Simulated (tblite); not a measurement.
Species: C₅H₆F₃PS.
Structure used (GFN2-xTB), in Å, numbered top down from 1:
```
atom  x, y, z in Å
F1     2.7272    1.1647   -0.3071
C2     2.2027   -0.0743   -0.3069
F3     2.7384   -0.7078    0.7494
F4     2.6605   -0.6883   -1.4017
C5     0.7031   -0.0380   -0.2358
C6    -0.1007   -0.5257   -1.1755
P7    -1.8452   -0.3567   -0.6903
S8    -3.0081   -1.8779   -0.8928
C9    -1.3875    0.2179    1.0086
C10    0.0823    0.6430    0.9513
H11    0.2216   -1.0375   -2.0676
H12   -2.2204    0.8210   -1.3539
H13   -1.5211   -0.6487    1.6645
H14   -2.0477    1.0104    1.3621
H15    0.6140    0.3822    1.8689
H16    0.1734    1.7248    0.8153
```

Level: GFN2-xTB in tblite, geometry and Hessian alike; calculated harmonic values, unscaled, isolated species. The method is semi-empirical: single wavenumbers can be off by several per cent or more. Modes of hydrogen on phosphorus can be 10 to 20 % off. One conformer, not necessarily the lowest.

Harmonic wavenumbers (cm⁻¹): 26.8, 61.0, 94.5, 131.9, 182.6, 211.4, 280.7, 329.5, 368.1, 424.6, 440.6, 516.1, 563.5, 625.1, 678.8, 703.4, 748.8, 758.5, 794.6, 815.2, 849.2, 881.7, 952.7, 990.4, 1036.5, 1041.0, 1079.7, 1096.1, 1144.9, 1156.4, 1222.7, 1236.3, 1306.3, 1419.3, 1454.5, 1663.5, 2179.7, 2938.3, 2953.0, 2984.6, 2986.3, 3098.8.

A = 2243, B = 491.9, C = 451.4 MHz; mass 185.988 u (most abundant isotopes); point group C1, symmetry number 1.

Problem. Zero-point energy?

Solution. ½Σν̃ = 22214 cm⁻¹ = 265.73 kJ/mol.

Problem. Entropy at 350 K, 1 bar (ideal gas, RRHO, classical rotation)?

Solution. Translation 177.36, rotation 131.06, vibration 152.46: S = 460.9 J/(mol K).

Problem. And Cp and H(350 K) − H(0)?

Solution. Cp = 185.33 J/(mol K), of which vibrations give 152.07 (their classical limit is 42 R = 349.2); H(350 K) − H(0) = 38.70 kJ/mol without the zero-point energy, 27.06 from vibrations.

Problem. Blend soft modes into free rotors: weight 1/[1 + (100 cm⁻¹/ν̃)⁴] for the oscillator and the rest for a rotor with moment μB/(μ + B), μ = h/(8π²ν), B = 10⁻⁴⁴ kg m². What vibrational entropy results?

Solution. 136.98 J/(mol K) in place of 152.46, which changes −T·S at 350 K by +5.42 kJ/mol.

Problem. How do the functions run with temperature in this model?

Solution. 
```csv
T (K),S (J/(mol K)),Cp (J/(mol K)),H − H(0) (kJ/mol),G − H(0) (kJ/mol),ln q(vib)
50,262.5,57.3,2.23,-10.90,0.91
100,309.0,78.8,5.64,-25.26,2.30
298.15,432.9,164.3,29.63,-99.43,7.66
373.15,473.0,194.0,43.10,-133.41,9.65
500,535.7,233.9,70.37,-197.46,12.98
750,640.9,283.7,135.68,-345.00,19.18
1000,726.8,312.8,210.52,-516.30,24.80
```

q(vib) and H(0) count from the zero-point level.

Hindered rotation and anharmonicity are outside this model. Other conformers, if any are populated, would add a mixing term that is left out. The structure is chiral; the term R ln 2 for an equal mix with its mirror image is left out.
